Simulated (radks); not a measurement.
Neutral indium inside a hard spherical wall (all orbitals vanish at R), configuration held at [Kr] 4d10 5s2 5p1 and not refilled when levels cross. Calculated with a radial shooting solver on a logarithmic mesh with Libxc functionals: scalar-relativistic Kohn-Sham, PBE, spin-polarised, spherical densities, finite nucleus; open shells are filled with parallel spins first (spin-orbit coupling, left out, can overturn this in heavy ions); Fermi nuclear charge, rms radius 4.6156 fm. Eigenvalues in eV for spin up, with the zero of energy where the potential of the charges vanishes at infinity; a dash marks a level that is unbound or too diffuse for the functional's potential to be trusted. A positive occupied level is held by the wall or, in an anion where self-interaction has pushed it up, behind a barrier. The pressure on the wall is -dE/dV.

R (bohr)  E (hartree)  kinetic (hartree)    e(4p)    e(4d)   e(5s)   e(5p)  e(6s, empty)  e(5d, empty)  pressure (GPa)
free      -5881.49996           6130.008  -78.083  -18.604  -8.443  -2.779             -             -               0
20        -5881.49996           6130.008  -78.083  -18.604  -8.443  -2.779        -0.476         0.491        < 0.0001
12        -5881.49975           6130.010  -78.056  -18.577  -8.422  -2.756         0.007         1.232         0.00298
10        -5881.49877           6130.017  -77.976  -18.498  -8.362  -2.684         0.719         1.884          0.0241
8         -5881.49307           6130.050  -77.696  -18.223  -8.158  -2.393         2.662         3.260           0.228
6         -5881.45263           6130.253  -76.635  -17.193  -7.322  -1.076         9.030         6.952            3.19
3         -5879.47983           6137.936  -62.904   -4.098  12.449  25.603        94.908        50.726             857
